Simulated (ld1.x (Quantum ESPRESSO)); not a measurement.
# Configuration tests for Cl (Z = 17) (TM)

```
Element                 : Cl (Z = 17)
Generator               : ld1.x (Quantum ESPRESSO) 7.5
Type                    : norm-conserving Troullier–Martins (Kleinman–Bylander form)
Functional              : LDA (PZ)
Relativity              : non-relativistic
Frozen core             : [Ne]
Valence charge          : 7
Reference configuration : 3s2 3p3.5 (charge +1.5)
Partial waves           : 3s (bound): rc 1.35 bohr; 3d channel at -0.1 Ry: rc 1.30 bohr; 3p (bound): rc 1.15 bohr
Local potential         : the p channel
Core correction         : none
```

Energies are relative to the spin-unpolarised reference configuration 3s2 3p3.5; without spin polarisation the order of configurations can differ from experiment. Spin-polarised rows fill each open shell by Hund’s rule, majority spin first.

Question: Give the all-electron excitation energy and the error of the potential for: 3s2 3p5; 3s2 3p4; 3s2 3p3; 3s2 3p2; 3s2 3p4.5; 3s2 3p1; 3s1 3p5; 3s2 3p3.5 (spin-polarised); 3s2 3p5 (spin-polarised).

Answer:

```tsv
valence configuration	charge	ΔE all-electron (eV)	error AE − PS (meV)
3s2 3p5	0	-25.225	+16
3s2 3p4	+1	-11.238	+2.7
3s2 3p3	+2	14.302	+4.6
3s2 3p2	+3	52.703	+55
3s2 3p4.5	+0.5	-19.584	+8.9
3s2 3p1	+4	105.071	+210
3s1 3p5	+1	1.162	+3.4
3s2 3p3.5 (spin-polarised)	+1.5	-1.503	+162
3s2 3p5 (spin-polarised)	0	-25.411	+33
```
